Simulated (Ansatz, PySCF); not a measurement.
Al(H)(Cl)(Et) (C2H6AlCl), SMILES C[CH2][AlH][Cl]. Atoms are numbered in the order given.

```xyz
10

Al    -0.1452    -0.4124     0.2956
H     -0.6281    -1.8298     0.8127
Cl     0.2935     1.0260     1.7827
C      0.0708     0.0969    -1.5771
C     -0.2533    -0.9845    -2.6078
H      1.1088     0.4587    -1.7005
H     -0.5497     0.9973    -1.7445
H     -1.2967    -1.3301    -2.5284
H      0.3840    -1.8751    -2.4850
H     -0.1111    -0.6281    -3.6410
```

Coordinates come from a PBE0-D3(BJ)/def2-SVP optimisation. The structure was generated by enumeration; whether it is a known compound was not checked. The values are those of a single conformer.

Two levels are set side by side: PBE-D3(BJ)/def2-SVP (Ansatz, a program for electronic structure) and PBE0-D3(BJ)/def2-SVP (Ansatz). Each level has its own optimised geometry; the coordinates shown are those of the second. Frequencies come from the Hessian of PySCF at each geometry. Differences are taken from unrounded values.

| quantity | PBE0-D3(BJ) |
|---|---|
| mean bond length (Å) | 1.411 |
| bond Al1–Cl3 (Å) | 2.115 |
| bond Al1–C4 (Å) | 1.953 |
| bond C4–C5 (Å) | 1.529 |
| bond Al1–H2 (Å) | 1.584 |
| bond C4–H6 (Å) | 1.106 |
| bond C4–H7 (Å) | 1.106 |
| bond C5–H8 (Å) | 1.102 |
| bond C5–H9 (Å) | 1.102 |
| bond C5–H10 (Å) | 1.102 |
| highest harmonic wavenumber (cm⁻¹) | 3135 |
| mean harmonic wavenumber (cm⁻¹) | 1331 |
| zero-point energy (kcal/mol) | 45.65 |

### Question
What does PBE-D3(BJ) give, and how far is it from PBE0-D3(BJ)? (An estimate is asked for; the answer gives what the named calculation found.)

### Answer

```tsv
quantity	PBE-D3(BJ)	PBE-D3(BJ) minus PBE0-D3(BJ)
mean bond length (Å)	1.421	0.010
bond Al1–Cl3 (Å)	2.128	0.013
bond Al1–C4 (Å)	1.965	0.012
bond C4–C5 (Å)	1.537	0.008
bond Al1–H2 (Å)	1.596	0.012
bond C4–H6 (Å)	1.114	0.008
bond C4–H7 (Å)	1.114	0.008
bond C5–H8 (Å)	1.110	0.008
bond C5–H9 (Å)	1.110	0.008
bond C5–H10 (Å)	1.111	0.008
highest harmonic wavenumber (cm⁻¹)	3046	-89
mean harmonic wavenumber (cm⁻¹)	1289	-42
zero-point energy (kcal/mol)	44.22	-1.44
```

GGA bonds tend to be longer and softer than those of functionals with exact exchange. Differences between two approximate levels are no errors against the true value.
